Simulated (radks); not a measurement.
The numbers below are computed, except where a source is named.
Problem. The mean radii <r> (bohr) of the occupied orbitals of an atom or ion are listed with their occupations. Level of theory: non-relativistic Kohn-Sham, LDA (Slater exchange, Perdew-Wang correlation), spin-unpolarised, spherical densities, point nucleus (a radial shooting solver on a logarithmic mesh with Libxc functionals).

orbital  occ.      <r>
1s          2  0.02620
2s          2   0.1121
2p          6  0.09526
3s          2   0.2924
3p          6   0.2819
3d         10   0.2522
4s          2   0.6310
4p          6   0.6402
4d          4   0.6554

Name the element and its charge.

Solution. Z = 58, cerium, charge +18: Ce18+ in [Kr] 4d4. The 1s radius gives Z: for a bare nucleus <r> = 1.5/Z, 0.02586 bohr for Z = 58, and screening makes it slightly larger (0.02620 here). The occupations add up to 40, and the charge is Z minus that.
